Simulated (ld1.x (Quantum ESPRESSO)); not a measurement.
## Reading a pseudo-wave (S (Z = 16))

Columns: radius, all-electron u(r) and pseudo u(r) of the 3p shell (level -11.68 eV) of sulfur in the configuration [Ne] 3s2 3p3.5; revPBE, scalar-relativistic, RRKJ scheme, ld1.x (Quantum ESPRESSO) 7.5.

```
r (bohr)  all-electron   pseudo
   0.060        0.0821  -0.0072
   0.120        0.2078  -0.0277
   0.180        0.2991  -0.0589
   0.240        0.3400  -0.0968
   0.300        0.3347  -0.1369
   0.360        0.2939  -0.1750
   0.420        0.2285  -0.2083
   0.480        0.1477  -0.2360
   0.540        0.0588  -0.2592
   0.600       -0.0328  -0.2801
   0.660       -0.1233  -0.3020
   0.720       -0.2101  -0.3278
   0.780       -0.2914  -0.3600
   0.840       -0.3661  -0.3997
   0.900       -0.4338  -0.4465
   0.960       -0.4945  -0.4976
   1.020       -0.5482  -0.5485
   1.080       -0.5950  -0.5950
   1.140       -0.6349  -0.6349
   1.200       -0.6682  -0.6682
   1.260       -0.6955  -0.6955
   1.320       -0.7169  -0.7169
   1.380       -0.7330  -0.7330
   1.440       -0.7444  -0.7444
   1.500       -0.7513  -0.7513
   1.560       -0.7543  -0.7543
```

Problem. How many radial nodes do the two functions have?

Solution. The all-electron 3p function has n − l − 1 = 1; the pseudo-wave has 0, since the states of the same l below it are removed with the core.

Problem. At about which radius was the pseudo-wave matched?

Solution. 1.10 bohr. The columns agree to 0.0005 from 1.02 bohr on; several derivatives are matched, so the curves merge somewhat inside the radius.

Problem. Is the pseudo-wave norm-conserving?

Solution. Yes: the RRKJ scheme keeps the norm inside the radius equal to the all-electron one, which fixes the energy derivative of the logarithmic derivative at the level.
